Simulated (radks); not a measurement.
Species: Gd2+. Configuration: [Xe] 4f7 5d1.

Calculated with a radial shooting solver on a logarithmic mesh with Libxc functionals: scalar-relativistic Kohn-Sham, AM05, spin-polarised, spherical densities, point nucleus; open shells are filled with parallel spins first (spin-orbit coupling, left out, can overturn this in heavy ions).

Energy parts (hartree):
part                       energy
total                 -11263.5331
kinetic                12093.4200
electron-nucleus      -27453.9746
Hartree                 4338.3806
exchange-correlation    -241.3591

Orbitals (lengths in bohr, moments of r in powers of bohr):
orbital,occ.,eigenvalue (hartree),<1/r>,<r^2>,<r^4>
1s up,1,-1840.167,71.62,0.0006555,1.143e-06
1s down,1,-1840.167,71.62,0.0006555,1.143e-06
2s up,1,-304.2709,16.61,0.01029,0.0001818
2s down,1,-304.2663,16.61,0.01029,0.0001818
2p up,3,-270.8883,15.51,0.008288,0.0001358
2p down,3,-270.8849,15.51,0.008287,0.0001358
3s up,1,-67.84535,6.091,0.06842,0.007062
3s down,1,-67.74443,6.097,0.06829,0.007034
3p up,3,-57.50601,5.727,0.06859,0.007402
3p down,3,-57.40555,5.734,0.06843,0.007368
3d up,5,-43.83538,5.436,0.05761,0.005909
3d down,5,-43.75710,5.443,0.05743,0.005869
4s up,1,-14.12126,2.571,0.3455,0.1735
4s down,1,-13.89852,2.570,0.3455,0.1736
4p up,3,-10.71213,2.364,0.3901,0.2275
4p down,3,-10.49109,2.362,0.3903,0.2280
4d up,5,-5.99794,2.083,0.4695,0.3584
4d down,5,-5.77859,2.080,0.4712,0.3627
4f up,7,-0.89491,1.536,0.9360,2.336
4f down,0,-0.69545,1.495,1.059,3.319
5s up,1,-2.38103,1.004,1.971,5.733
5s down,1,-2.25303,0.9852,2.030,6.105
5p up,3,-1.54328,0.8496,2.688,11.09
5p down,3,-1.44145,0.8298,2.796,12.07
5d up,1,-0.57735,0.5562,6.222,66.95
5d down,0,-0.51944,0.5289,6.920,84.78

The highest occupied level is 5d up at -15.711 eV. The configuration is held as typed, so some empty levels lie below it. For comparison, the ionisation energy in NIST's Atomic Spectra Database is 20.54 eV (semi-empirical). In exact Kohn-Sham theory the highest level is minus the ionisation energy, but local and semilocal functionals leave it too shallow, through self-interaction and a potential that decays too fast; potentials with the right tail come closer. Spin moment in Bohr magnetons: 8. Summed over all electrons, <r^2> = 42.16 bohr^2, which gives a Langevin (diamagnetic) susceptibility term of -33.4 x 10^-6 cm^3/mol. The density falls to 0.001 e/bohr^3 at r = 3.67 bohr.
